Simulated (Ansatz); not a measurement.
Start from `[SiH3][SiH2]OBCl` and change one atom or group to get `COBCl`.

Ansatz, PBE0-D4/def2-TZVP geometries, multiplicity 1. Each molecule was computed in one conformer, which needn't be the lowest.

```
                                          property  `[SiH3][SiH2]OBCl`
                 HOMO energy (PBE/def2-TZVPP) / eV               -7.19
  size of the dipole moment (B3LYP/def2-TZVPP) / D                1.98
             HOMO energy (ωB97M-V/def2-TZVPP) / eV              -10.47
                HOMO energy (PBE0/def2-TZVPP) / eV               -8.40
size of the dipole moment (ωB97M-V/def2-TZVPP) / D                1.98
               HOMO energy (B3LYP/def2-TZVPP) / eV               -8.19
```

Q: Give the same properties after the change, and the shifts. (Estimate.)

A: Computed: 
| property | `COBCl` | shift |
| --- | --- | --- |
| HOMO energy (PBE/def2-TZVPP) / eV | -7.34 | -0.15 |
| size of the dipole moment (B3LYP/def2-TZVPP) / D | 2.69 | 0.71 |
| HOMO energy (ωB97M-V/def2-TZVPP) / eV | -11.08 | -0.61 |
| HOMO energy (PBE0/def2-TZVPP) / eV | -8.78 | -0.38 |
| size of the dipole moment (ωB97M-V/def2-TZVPP) / D | 2.69 | 0.71 |
| HOMO energy (B3LYP/def2-TZVPP) / eV | -8.51 | -0.32 |

With PBE0 the HOMO falls by 0.38 eV and the LUMO rises by 0.28 eV, so the gap widens by about 0.66 eV. PBE moves the HOMO by -0.15 eV and ωB97M-V by -0.61 eV. Dipoles are sizes alone; their direction can turn.

B3LYP here is the variant with VWN-RPA as its local correlation; programs differ in this.
